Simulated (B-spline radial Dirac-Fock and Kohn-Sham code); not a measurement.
## Sn 5s: cross section and angular parameters

System: the Sn atom in the configuration [Kr] 4d10 5s2 5p2; threshold 12.84 eV (orbital energy of the model). These are calculated numbers from an atomic code on a B-spline grid; the model is Dirac-Hartree-Slater photoionisation with a Latter tail; cross sections with all multipoles, angular parameters from the dipole term and its interference with E2.

The run's input, task.json:

```json
{"items": [{
  "Z": 50,
  "q": 0,
  "cfg": [[1, 0, 2], [2, 0, 2], [2, 1, 6], [3, 0, 2], [3, 1, 6], [3, 2, 10], [4, 0, 2], [4, 1, 6], [4, 2, 10], [5, 0, 2], [5, 1, 2]],
  "A": 120,
  "rrms": 4.6519,
  "do": "xps",
  "hv": [50.6, 80, 84.7, 85.3, 100, 118.0, 200.0, 224.0, 300, 400, 496.0, 633.0, 659.0, 774.0, 779.0, 1253.6, 1930.0, 2740.0, 2984.4, 2990.0, 3820.0, 5390.0, 7060.0, 8800.0, 8940.0, 9251.7, 10500.0, 11400.0, 12000, 13700.0],
  "edges": {"K": 29200.0, "L1": 4465.0, "L2": 4156.0, "L3": 3929.0, "M1": 884.7, "M2": 756.5, "M3": 714.6, "M4": 493.2, "M5": 484.9, "N1": 137.1, "N2": 83.6, "N3": 83.6}
}]}
```

Launch: `python xray2_run.py task.json out`

For linearly polarised light dσ/dΩ = σ/(4π) [1 + β P₂(cos θ) + (δ + γ cos²θ) sin θ cos φ], with θ from the polarisation vector and φ the angle between the beam and the projection of the electron momentum on the plane normal to the polarisation.

```csv
hν (eV),σ (kb),β,γ
50.6,103,1.902,-0.033
80,80.9,1.950,0.109
84.7,76.3,1.953,0.123
85.3,75.8,1.953,0.125
100,63.8,1.959,0.156
118,53.0,1.964,0.184
200,27.9,1.975,0.259
224,24.1,1.977,0.271
300,16.2,1.981,0.288
400,10.7,1.983,0.286
496,7.69,1.985,0.271
633,5.23,1.987,0.238
659,4.91,1.987,0.231
774,3.77,1.988,0.200
779,3.73,1.988,0.199
1253.6,1.66,1.990,0.077
1930,0.769,1.991,-0.036
2740,0.403,1.992,-0.094
2984.4,0.343,1.992,-0.099
2990,0.342,1.992,-0.099
3820,0.214,1.992,-0.086
5390,0.108,1.992,0.014
7060,0.0625,1.992,0.178
8800,?,?,?
8940,0.0381,1.992,0.388
9251.7,0.0354,1.992,0.423
10500,0.0270,1.992,0.565
11400,0.0225,1.992,0.668
12000,0.0201,1.992,0.736
13700,0.0150,1.992,0.926
```

Question: Give the values at 8800 eV.

Answer: σ = 0.0394 kb, β = 1.992, γ = 0.372. For an s subshell δ is negligible.
